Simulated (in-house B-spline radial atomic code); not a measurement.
Configurations of Dy2+, with energies counted from [Xe] 4f10. Method: scalar-relativistic (X2C) TPSSh, spin-polarised, spherical fractional occupations, exact exchange averaged over the configuration, Fermi nucleus of rms radius 5.2218 fm. Calculated with an all-electron radial atomic-structure program (B-spline basis). Shells without spins written out take the highest spin.

Occupations are held fixed; configurations that lie above the ionisation limit could autoionise.

```tsv
configuration	E - E(ref) (eV)	highest orbital	its <r> (bohr)
[Xe] 4f9 6p1	7.7598	6p up	3.961
[Xe] 4f9 6f1	17.526	6f up	9.849
[Kr] 4d10 4f10 5s2 5p5 6s1	25.364	6s up	3.255
[Kr] 4d9 4f10 5s2 5p6 5d1	154.43	5d up	2.278
[Kr] 4d9 4f10 5s2 5p6 6p1	159.49	6p up	3.957
[Kr] 4d9 4f10 5s2 5p6 6f1	169.27	6f up	9.842
```

Task: Order these further configurations by energy, lowest first.
A. [Kr] 4d10 4f10 5s2 5p5 6d1
B. [Kr] 4d10 4f10 5s2 5p5 6f1
C. [Kr] 4d9 4f10 5s2 5p6 5f1
D. [Xe] 4f9 6d1
E. [Xe] 4f9 5f1

Result: D (13.069 eV), E (14.873 eV), A (35.318 eV), B (39.745 eV), C (166.62 eV).

Task: How far above the reference does [Kr] 4d10 4f10 5s2 5p5 5f1 lie?

Result: 37.098 eV; its least bound orbital is 5f up with <r> = 5.784 bohr.
